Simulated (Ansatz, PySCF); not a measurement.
Zr(Cl)2(SH)2 (Cl2H2S2Zr), SMILES [SH][Zr]([SH])([Cl])[Cl], multiplicity 1. Atoms are numbered in the order given.

```xyz
7

Zr    -0.1048    -0.0365     0.1228
Cl     1.2473     0.9408    -1.5257
Cl     0.9740    -0.1868     2.1948
S     -0.8904    -2.2151    -0.5750
H     -0.9385    -1.7643    -1.8554
S     -2.1274     1.2842     0.3353
H     -1.4025     2.3946     0.6295
```
Charge 0, spin multiplicity 1.

Coordinates come from a r2SCAN-D4/def2-SVP optimisation. The multiplicity is an assumed one; other spin states were not compared. The def2 effective core potentials stand for the cores of Zr; spin–orbit coupling is left out. The values are those of a single conformer.

Two levels are set side by side: PBE-D3(BJ)/def2-SVP (Ansatz, a first-principles code) and r2SCAN-D4/def2-SVP (Ansatz). Each level has its own optimised geometry; the coordinates shown are those of the second. Frequencies come from the Hessian of PySCF at each geometry. Differences are taken from unrounded values.

```tsv
quantity	r2SCAN-D4
mean bond length (Å)	2.041
bond Zr1–Cl2 (Å)	2.345
bond Zr1–Cl3 (Å)	2.341
bond Zr1–S4 (Å)	2.419
bond Zr1–S6 (Å)	2.425
bond S4–H5 (Å)	1.358
bond S6–H7 (Å)	1.358
highest harmonic wavenumber (cm⁻¹)	2655
mean harmonic wavenumber (cm⁻¹)	572
zero-point energy (kcal/mol)	12.26
```

**Question.** What does PBE-D3(BJ) give, and how far is it from r2SCAN-D4? (Estimate from the structure and the level; the computed values follow.)

**Answer.** 
| quantity | PBE-D3(BJ) | PBE-D3(BJ) minus r2SCAN-D4 |
|---|---|---|
| mean bond length (Å) | 2.047 | 0.006 |
| bond Zr1–Cl2 (Å) | 2.349 | 0.004 |
| bond Zr1–Cl3 (Å) | 2.345 | 0.004 |
| bond Zr1–S4 (Å) | 2.424 | 0.005 |
| bond Zr1–S6 (Å) | 2.429 | 0.004 |
| bond S4–H5 (Å) | 1.369 | 0.011 |
| bond S6–H7 (Å) | 1.369 | 0.011 |
| highest harmonic wavenumber (cm⁻¹) | 2580 | -75 |
| mean harmonic wavenumber (cm⁻¹) | 561 | -11 |
| zero-point energy (kcal/mol) | 12.03 | -0.24 |
